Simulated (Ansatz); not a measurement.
Species: sum formula H₂BO₂, charge 0, multiplicity 2. It need not be the lowest isomer of its formula. 
Geometry from a B3LYP-D3(BJ)/def2-TZVP (Ansatz, an electronic-structure program) optimisation:
```xyz
5

B      0.1210     0.4189    -0.0432
O      1.1353    -0.2769     0.4683
O     -1.1068    -0.0579    -0.3885
H      0.3850     1.5866    -0.1900
H     -1.2181    -1.0032    -0.2326
```
Charge 0, spin multiplicity 2.

Basis-set convergence of Hartree-Fock and CCSD(T) correlation energies (hartree) with Ansatz. Correlated levels leave the core frozen unless marked. Open shells are spin-unrestricted. Spin-orbit coupling is left out. Non-relativistic.

```json
[
 {"basis": "aug-cc-pVDZ", "functions": "87", "E(HF)": "-175.65132", "E(corr, CCSD(T))": "-0.47363"},
 {"basis": "aug-cc-pVTZ", "functions": "184", "E(HF)": "-175.69994", "E(corr, CCSD(T))": "-0.57798"},
 {"basis": "aug-cc-pVQZ", "functions": "332", "E(HF)": "-175.71183", "E(corr, CCSD(T))": "-0.61238"}
]
```

Extrapolating the two largest sets (X = 3 and 4) as X^-3: E(corr) = (64·(-0.61238) - 27·(-0.57798))/37 = -0.6375 Eh, an estimate of the basis-set limit. The largest set recovers 96.1 % of it, the smallest 74.3 %.
